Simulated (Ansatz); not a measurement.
Correlation energies of Cl3F2HSi2, SMILES `F[Si](F)(Cl)[SiH](Cl)Cl` by basis set

```xyz
8

F    -1.9251   -1.0638   -0.7303
Si   -1.0463    0.2278   -0.4803
F    -1.9306    1.2276    0.3689
Cl   -0.6235    1.0841   -2.2633
Si    0.9130   -0.3193    0.6698
Cl    1.9702   -1.6120   -0.5031
Cl    1.9590    1.4097    0.9536
H     0.6833   -0.9541    1.9847
```

Charge 0, multiplicity 1. All single points use the PBE0-D4/def2-TZVP geometry. It is one conformer, not always the lowest. Frozen core, restricted reference, Ansatz. CBS rows extrapolate triple and quadruple zeta.

```
      basis      HF (Eh)  MP2 corr.  CCSD corr.       (T)  CCSD(T) total
   def2-SVP  -2155.32488   -0.93989    -0.99128  -0.02007    -2156.33623
 def2-TZVPP            ?          ?    -1.34058  -0.05097              ?
 def2-QZVPP  -2156.35138   -1.41099    -1.45909  -0.06101    -2157.87148
  CBS(def2)  -2156.36050   -1.50592    -1.54688  -0.06844    -2157.97582
cc-pV(D+d)Z  -2156.14345   -0.95922    -1.01286  -0.02270    -2157.17901
cc-pV(T+d)Z  -2156.30857   -1.28518           ?         ?              ?
cc-pV(Q+d)Z  -2156.34601   -1.41112    -1.45955  -0.06083    -2157.86639
    CBS(cc)  -2156.35730   -1.50077    -1.54323  -0.06759    -2157.96812
```

(1) Fill in the withheld values. (An estimate is asked.)

Answers

(1) Computed: def2-TZVPP HF (Eh): -2156.28519; def2-TZVPP MP2 corr.: -1.28282; def2-TZVPP CCSD(T) total: -2157.67674; cc-pV(T+d)Z CCSD corr.: -1.34200; cc-pV(T+d)Z (T): -0.05133; cc-pV(T+d)Z CCSD(T) total: -2157.70190.
